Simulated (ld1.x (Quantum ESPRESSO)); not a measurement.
**PW91 RRKJ dataset for arsenic, scalar-relativistic all-electron reference.**

As, norm-conserving RRKJ (Kleinman–Bylander form), made with ld1.x (Quantum ESPRESSO) 7.5 (PW91, scalar-relativistic). Core [Ar], reference 3d10 4s2 4p3. Waves: 4s (bound): rc 1.45 bohr; 4p (bound): rc 1.70 bohr; 3d (bound): rc 1.15 bohr. Local part: all-electron potential smoothed inside 1.35 bohr (lloc = -2). Core correction: none. rho0 = 0.005.

All-electron outer shells of the reference configuration (PW91, scalar-relativistic, ld1.x):

```tsv
shell	level (eV)	outermost node (bohr)	outermost maximum (bohr)
3s	-190.30	0.25	0.52
3p	-133.73	0.22	0.52
3d	-40.73	–	0.47
4s	-14.57	0.73	1.61
4p	-5.24	0.78	1.97
```

Results:

```json
{
 "Cutoffs needed": "180 Ry and 260 Ry (the cutoffs (Ry, on a coarse ladder) from which the occupation-weighted sum of valence levels, in a spherical-Bessel basis at the reference potential, stays within 10 and 1 mRy of its value at 400 Ry)",
 "Ghost test": "no extra level below or beside the all-electron valence levels (s, p, d, f tested) (spherical-Bessel basis up to 400 Ry, 20 bohr box)",
 "Largest excitation error": "+24 meV (all-electron minus pseudo) for 3d10 4s2 4p0, out of 7 test configurations"
}
```

Generation and tests took about 7 s on one core of a shared server CPU.
